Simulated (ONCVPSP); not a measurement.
## tin (Sn): ONCV pseudisation with Wu-Cohen, scalar-relativistic reference atom.

ONCVPSP 4.0.1 input, shortened (lines: element, Z, core and valence counts, functional; n l f; lmax; l rc ep ncon nbas qcut; lloc lpopt rc5 dvloc0; l nproj debl; icmod fcfact rcfact), Wu-Cohen, scalar-relativistic:

```
  Sn 50.00    6    5  -118130      upf
    1    0    2.00
    2    0    2.00
    2    1    6.00
    3    0    2.00
    3    1    6.00
    3    2   10.00
    4    0    2.00
    4    1    6.00
    4    2   10.00
    5    0    2.00
    5    1    1.50
    3
    0    1.50    0.00    4    7    7.00
    1    1.25    0.00    3    8    9.60
    2    1.40    0.00    3    8   10.20
    3    1.30    0.08    4    8    8.00
    4    5    1.15    6.00
    0    2    3.50
    1    2    3.10
    2    2    2.90
    3    2    3.60
    1    0.65    0.00
```

Calculated quality:

```
Cutoffs needed             : 38 Ha and 44 Ha (the cutoffs (Ha) at which the residual kinetic energy of the hardest occupied pseudo-wave falls to 1 and 0.1 mHa per electron) The cutoffs count occupied waves only; projector 2 of the f channel, the hardest unoccupied one, needs 118 Ha at the loose tolerance.
Ghost test                 : no bound ghost flagged; no localised positive-energy state flagged
Largest excitation error   : -108 meV (all-electron minus pseudo) for 4s2 4p5 4d10 5s2 5p2, out of 4 test configurations
rms error of d²Exc/dni dnj : 3.85 mHa without and 1.74 mHa with the model core
```

Generation and tests took about 4.4 s on one core of a shared server CPU.
